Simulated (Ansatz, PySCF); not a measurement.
Species: GaF$_{3}$ (charge 0, singlet). SMILES: [F][Ga]([F])[F]
Geometry: optimised at B3LYP-D3(BJ)/def2-TZVP (Ansatz, a quantum-chemistry and plane-wave program).

Quantity: atomisation energy (electronic, to ground-state atoms), in kcal/mol. Cores are frozen in the correlated levels unless marked. Open shells are spin-unrestricted. No spin-orbit coupling. The frozen core is the preceding noble-gas configuration, with the filled d and f shells of earlier blocks. Non-relativistic. The coupled-cluster limit lacks core correlation, which all-electron functionals hold. Basis-set limits of correlation are two-point, X^-3; Hartree-Fock from the larger set. The bracket is a focal-point correction in the basis named.

| level | program | atomisation energy (kcal/mol) |
|---|---|---|
| HF/aug-cc-pVDZ | Ansatz | 230.0 |
| HF/cc-pVDZ | Ansatz | 216.3 |
| HF/def2-TZVPD | PySCF | 233.1 |
| B3LYP-D3(BJ)/def2-TZVPD | Ansatz + dftd3 | 326.8 |
| B3LYP/def2-TZVPD | Ansatz | 325.2 |
| PBE0-D4/def2-TZVPD | Ansatz + dftd4 | 328.2 |
| BHLYP/def2-TZVPD | Ansatz | 306.7 |

Task: Estimate the value at RI-MP2/CBS(aug-cc-pVTZ,aug-cc-pVQZ)+[CCSD(T)-MP2]/aug-cc-pVTZ as computed with Ansatz.

Result: 350.2 kcal/mol
